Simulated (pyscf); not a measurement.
Thermochemistry of product channels of SnH₂ (SMILES [SnH2]) [singlet] + GeH₂ (SMILES [GeH2]) [singlet] on the singlet surface, in kcal/mol, from CCSD(T)/def2-TZVPP + ΔMP2(QZVPP) energies (ideal gas, 1 atm, RRHO with modes under 100 cm⁻¹ raised to 100, one conformer, R ln 2 for rigid chiral ones). PySCF, gas phase, ωB97X-D3(BJ)/def2-SVP geometries. Correlated levels are frozen-core, on RHF or UHF. ΔMP2 is the change of the MP2 total energy from the triple- to the quadruple-zeta basis.

| products | ΔE | ΔH(298 K) | ΔG(600 K) | ΔG(900 K) |
|---|---|---|---|---|
| H₂Ge=SnH₂ (SMILES [GeH2]=[SnH2]) | -41.8 | -38.8 | -19.0 | -9.7 |
| H₃Ge–SnH: (SMILES [GeH3][SnH]) [singlet] | -52.8 | -49.3 | -30.5 | -21.5 |

These are energies of the channels, which say nothing of barriers. H₂Ge=SnH₂ may be a fragile minimum: a first optimisation, from another start, lost the drawn bonds. A restricted solution here is unstable towards spin polarisation, so biradical character is likely and single-reference numbers are less safe. The CCSD(T) − MP2 part came from Ansatz, without density fitting, on the same reference. The frozen core leaves the outer d or s,p core shells of the metals and heavy elements correlated in the MP2 and CC values, and def2-TZVPP describes them poorly, which can shift differences by a few kcal/mol. Elements up to Kr have no core potential and no relativistic terms here. Elements past Kr carry the def2 core potentials, without spin-orbit coupling.
